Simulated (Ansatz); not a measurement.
`CCCBO`, charge 0, multiplicity 1.

(1) Give a relaxed structure at PBE0-D4/def2-TZVP (Ansatz). (Estimate.)

Results:

(1) The calculation gave: 
```xyz
14

C    -0.880    0.419   -1.704
C    -0.461   -0.286   -0.425
C     0.565    0.491    0.389
B     1.058   -0.159    1.730
O     0.615   -1.358    2.179
H    -1.321    1.395   -1.484
H    -1.615   -0.161   -2.266
H    -0.018    0.589   -2.355
H    -0.057   -1.274   -0.681
H    -1.354   -0.471    0.186
H     1.454    0.701   -0.223
H     0.177    1.492    0.631
H     1.865    0.386    2.432
H    -0.030   -1.763    1.591
```
Point group Cs.
This is one stationary point; other conformers may exist.
